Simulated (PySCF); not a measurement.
Cost of excited-state runs on `[H][Ge]([CH3])([CH3])[O]C`, C3H10GeO

Geometry:
```json
{"atom": "Ge1", "x (Å)": "0.054", "y (Å)": "0.560", "z (Å)": "0.349"}
{"atom": "H2", "x (Å)": "0.137", "y (Å)": "0.783", "z (Å)": "1.860"}
{"atom": "C3", "x (Å)": "1.843", "y (Å)": "0.068", "z (Å)": "-0.360"}
{"atom": "H4", "x (Å)": "1.748", "y (Å)": "-0.279", "z (Å)": "-1.386"}
{"atom": "H5", "x (Å)": "2.296", "y (Å)": "-0.724", "z (Å)": "0.230"}
{"atom": "H6", "x (Å)": "2.512", "y (Å)": "0.922", "z (Å)": "-0.348"}
{"atom": "C7", "x (Å)": "-0.856", "y (Å)": "2.025", "z (Å)": "-0.600"}
{"atom": "H8", "x (Å)": "-0.922", "y (Å)": "1.789", "z (Å)": "-1.658"}
{"atom": "H9", "x (Å)": "-0.316", "y (Å)": "2.960", "z (Å)": "-0.486"}
{"atom": "H10", "x (Å)": "-1.864", "y (Å)": "2.156", "z (Å)": "-0.217"}
{"atom": "O11", "x (Å)": "-1.079", "y (Å)": "-0.785", "z (Å)": "0.079"}
{"atom": "C12", "x (Å)": "-0.911", "y (Å)": "-2.100", "z (Å)": "0.546"}
{"atom": "H13", "x (Å)": "-0.004", "y (Å)": "-2.560", "z (Å)": "0.143"}
{"atom": "H14", "x (Å)": "-1.775", "y (Å)": "-2.675", "z (Å)": "0.210"}
{"atom": "H15", "x (Å)": "-0.864", "y (Å)": "-2.138", "z (Å)": "1.638"}
```

PySCF with density fitting, on 1 thread of an Intel Xeon 6975P-C, shared host. Command: `OMP_NUM_THREADS=1 python excited_run.py task.json out`

Problem. How long does each of these runs take, and how much memory?
- magnetisability and related constants, B97-2/def2-SVP; usual settings
- magnetisability and related constants, PBE/def2-SVP; writes grids

Solution. 
| run | level | basis functions | wall time | peak memory (GiB) |
| --- | --- | --- | --- | --- |
| magnetisability and related constants | B97-2/def2-SVP | 138 | 15 s | 0.73 |
| magnetisability and related constants | PBE/def2-SVP | 138 | 23 s | 0.61 |

Times from a shared host are rough.
